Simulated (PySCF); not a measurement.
Structure with atom numbers: `[CH3:1][CH2:2][Si:3]([NH2:4])([NH2:5])[O:6][CH3:7]` (H(Xn): hydrogen on atom n).

One computed conformer, rapidly exchanging positions averaged, no solvent model, non-relativistic. NMR shieldings at PBE0/pcSseg-1/GIAO; geometry from GFN2-xTB; PySCF 2.14.0 with density-fitted response routines.

List the cross peaks expected in HSQC, COSY and HMBC spectra.

## Answers



HSQC (one-bond C–H):
```tsv
δH	δC
3.82 (H(C7))	53.1 (C7)
0.97 (H(C1))	9.0 (C1)
0.55 (H(C2))	7.6 (C2)
```

COSY cross peaks (H two or three bonds apart, from the bond graph; peaks can be absent where the dihedral angle is near 90°):
```tsv
δH	δH
0.97 (H(C1))	0.55 (H(C2))
```

HMBC (two and three bonds, from the bond graph):
```tsv
δH	δC
0.97 (H(C1))	7.6 (C2)
0.55 (H(C2))	9.0 (C1)
```

Shifts are taken against calculated references (same method and geometry level): TMS for $^{1}$H (σ = 31.72 ppm) and $^{13}$C (σ = 186.93 ppm).

OH/NH shifts are gas-phase values; hydrogen bonding in solution moves them, usually downfield. Shifts are as computed. Against solution values, carbons near 30 ppm lie about +3 ppm off and those near 130 ppm about +5 ppm. Of 1211 compounds with measured shifts, 218 miss one by over three times the rms of a fit or turn the order of signals round; such compounds aren't used in these exercises.
